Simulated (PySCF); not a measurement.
## How methods differ on the ionisation energy of Bi

Bi [Xe] 4f14 5d10 6s2 6p3 (4S) → Bi⁺ [Xe] 4f14 5d10 6s2 6p2 (3P), as a difference of total energies. Computed with PySCF 2.14 in aug-cc-pV5Z-PP with ECP60MDF (8s8p6d4f3g2h, 139 functions), with scalar relativity through the core potential. Correlated levels: valence: 5s2 5p6 5d10 frozen. The calculations carry no spin-orbit coupling.

| method | ionisation energy (eV) | difference from reference (eV) |
| --- | --- | --- |
| UHF | 8.202 | +0.916 |
| LDA | 8.750 | +1.464 |
| PBE | 8.565 | +1.279 |
| PBE0 | 8.635 | +1.349 |
| r2SCAN | 8.757 | +1.471 |
| MN15 | 8.652 | +1.366 |
| r2SCAN0 | 8.798 | +1.512 |
| BLYP | 8.343 | +1.057 |
| MP2 (valence) | 8.596 | +1.310 |
| SCS-MP2 (valence) | 8.477 | +1.191 |

Reference: 7.286 eV (measured; NIST Atomic Spectra Database, ionization energies).

Spin-orbit coupling is strong in these open shells (close to jj coupling). The scalar numbers leave it out and a first-order estimate fails, so it can dominate the gap to the real levels.
